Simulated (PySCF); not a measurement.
Excitation energy of Sn⁺ by level of theory

Sn⁺ [Kr] 4d10 5s2 5p1 (2P) → Sn⁺ [Kr] 4d10 5s1 5p2 (4P), as a difference of total energies. All numbers are calculated (PySCF 2.14, the spin-free X2C one-electron Hamiltonian (Gaussian nucleus), in x2c-TZVPPall (8s6p4d2f, 60 functions)). Correlated levels: valence: [Kr] 4d10 frozen. The calculations carry no spin-orbit coupling.

| method | excitation energy (eV) |
| --- | --- |
| UHF | 4.258 |
| CCSD (valence) | 5.156 |
| CCSD(T) (valence) | 5.171 |
| CCSDT (valence) | 5.176 |

Problem. Estimate what MP2 (valence) gives.

Solution. 4.924 eV, closest to CCSD (valence) among the rows shown.

Problem. Estimate what SCS-MP2 (valence) gives.

Solution. 5.170 eV, closest to CCSD(T) (valence) among the rows shown.

Errors of the correlated levels include the incompleteness of this basis and the frozen core.

For comparison: 5.753 eV (measured; NIST levels, between the centres of gravity of the two terms).
